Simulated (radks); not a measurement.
The mean radii <r> (bohr) of the occupied orbitals of an atom or ion are listed with their occupations. All-electron calculation, scalar-relativistic Kohn-Sham, r2SCAN, spin-unpolarised, spherical densities, finite nucleus; meta-GGA in the generalised Kohn-Sham scheme; Fermi nuclear charge, rms radius of each element as measured or else 0.836 A^(1/3) + 0.57 fm. Program: a radial shooting solver on a logarithmic mesh with Libxc functionals.

| orbital | occ. | <r> |
|---|---|---|
| 1s | 2 | 0.05620 |
| 2s | 2 | 0.2549 |
| 2p | 6 | 0.2248 |
| 3s | 2 | 0.7778 |
| 3p | 6 | 0.8242 |
| 3d | 8 | 1.131 |

Name the element and its charge.

Answer. Z = 27, cobalt, charge +1: Co+ in [Ar] 3d8. The 1s radius gives Z: for a bare nucleus <r> = (2 gamma + 1)/(2Z) with gamma = sqrt(1 - (Z/c)^2), 0.05483 bohr for Z = 27, and screening makes it slightly larger (0.05620 here). The occupations add up to 26, and the charge is Z minus that.
